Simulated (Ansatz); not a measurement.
Geometry optimisation, RKS PBE-D4/def2-SVP in Ansatz.

The input (input.yaml):

```yaml
crystal:
  periodic: [false, false, false]
  atoms:
    - { symbol: Ge, position_ang: [0.0, 0.0, 0.0] }
    - { symbol: H, position_ang: [0.9646, 0.0, 1.4601] }
    - { symbol: F, position_ang: [1.8114, 0.0, 0.5034] }
    - { symbol: F, position_ang: [-0.7913, 1.3709, -0.5594] }
    - { symbol: F, position_ang: [-0.7913, -1.3709, -0.5594] }
basis:
  gaussian: { orbitals: def2-SVP }
hamiltonian:
  xc: pbe
  dispersion: d4
relax:
  f_tol: 0.15
  max_steps: 25
  restrain:
    - { distance: [1, 2], at: 2.12, k: 30.0 }
    - { distance: [0, 1], at: 1.55, k: 30.0 }
    - { distance: [0, 2], at: 1.68, k: 30.0 }
```

Command:

```bash
$ ansatz run input.yaml --threads 1 --pin off --max-ram 2048MiB --backend cpu --events-out ev --progress --plain --runs-dir out
```

**Question.** Where does it end, and by what steps?

**Answer.** The forces met the threshold. The restraints hold the end off the free minimum. After 5 steps the energy has fallen by 2.862 eV (the restraints' own energy left out); F3 moved furthest, 0.54 Å.

```tsv
step	energy less start (eV)	largest force component (eV/Å)	accepted
0	0.0000	4.688	yes
1	-1.3101	2.934	yes
2	-2.2515	1.772	yes
3	-2.8370	1.362	yes
4	-2.8509	1.622	yes
5	-2.8617	1.590	yes
```

```xyz
5
Properties=species:S:1:pos:R:3
Ge 0.132 0.000 0.216
H 0.496 0.000 1.698
F 1.812 0.000 -0.036
F -0.623 1.375 -0.516
F -0.623 -1.375 -0.516
```

The run took 8.2 s on 1 thread of Intel(R) Xeon(R) Platinum 8488C (Sapphire Rapids), with other jobs on the host, peak memory 0.16 GiB.
